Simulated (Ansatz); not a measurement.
Geometry optimisation, RKS PBE/def2-SVP (Ansatz 0.2.0).

The input (input.yaml):

```yaml
crystal:
  periodic: [false, false, false]
  atoms:
    - { symbol: Si, position_ang: [0.026, 1.89424, -1.90508] }
    - { symbol: C, position_ang: [-0.33522, 0.49526, -0.7398] }
    - { symbol: C, position_ang: [0.50633, -0.00999, 0.21979] }
    - { symbol: Si, position_ang: [0.20245, -1.54599, 1.16238] }
    - { symbol: H, position_ang: [-0.70704, 3.02761, -1.32384] }
    - { symbol: H, position_ang: [-1.17628, -0.13079, -1.03097] }
    - { symbol: H, position_ang: [1.37133, 0.58648, 0.49628] }
    - { symbol: H, position_ang: [1.05094, -1.89985, 2.29029] }
    - { symbol: H, position_ang: [-0.84867, -2.46986, 0.77373] }
total_charge: 1
basis:
  gaussian: { orbitals: def2-SVP }
hamiltonian:
  xc: pbe
relax:
  f_tol: 0.015
  max_steps: 40
```

Run as:

```bash
$ ansatz run input.yaml --threads 1 --pin off --max-ram 2048MiB --backend cpu --events-out ev --progress --plain --runs-dir out
```

Where does it end, and by what steps?

The run converged. After 12 steps the energy has fallen by 0.154 eV; H5 moved furthest, 0.34 Å.

| step | energy less start (eV) | largest force component (eV/Å) | accepted |
| --- | --- | --- | --- |
| 0 | 0.0000 | 1.191 | yes |
| 1 | -0.1150 | 0.585 | yes |
| 2 | -0.1319 | 0.437 | yes |
| 3 | -0.1444 | 0.135 | yes |
| 4 | -0.1457 | 0.116 | yes |
| 5 | -0.1500 | 0.090 | yes |
| 6 | -0.1525 | 0.067 | yes |
| 7 | -0.1534 | 0.058 | yes |
| 8 | -0.1540 | 0.056 | yes |
| 9 | -0.1543 | 0.035 | yes |
| 10 | -0.1544 | 0.021 | yes |
| 11 | -0.1543 | 0.054 | no |
| 12 | -0.1545 | 0.005 | yes |

```xyz
9
Properties=species:S:1:pos:R:3
Si -0.011 1.913 -1.965
C -0.203 0.482 -0.781
C 0.632 -0.016 0.215
Si 0.204 -1.489 1.136
H -0.952 2.837 -1.178
H -1.092 -0.138 -1.054
H 1.547 0.535 0.501
H 0.973 -1.919 2.338
H -1.009 -2.259 0.731
```

Whether the end is a true minimum wasn't checked by a vibrational analysis.

Run time: 41 s on 1 thread of Intel(R) Xeon(R) Processor @ 2.70GHz, with other jobs on the host, peak memory 0.13 GiB.
